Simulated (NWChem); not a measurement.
## Correlation energy of CF₂

```
C
F 1 1.2986
F 1 1.2986 2 104.83
```
Charge 0, spin multiplicity 1.

All runs are NWChem calculations. All single points use one geometry, from B3LYP/def2-SVP, a minimum by its harmonic frequencies.

Basis set: def2-TZVP. Each correlation energy counts from its own Hartree-Fock reference.

The correlated methods keep 3 core orbitals frozen. The structure started from a generated list of species. No row is a measurement; the coupled-cluster row has its own basis-set and correlation limits.

Question: Order these methods by the correlation energy they give, lowest first: SCS-MP2, CCSD, MP2, CCSD+T(CCSD).

Answer: CCSD+T(CCSD) (-662.5 mHa), CCSD (-638.3 mHa), MP2 (-629.3 mHa), SCS-MP2 (-613.4 mHa)
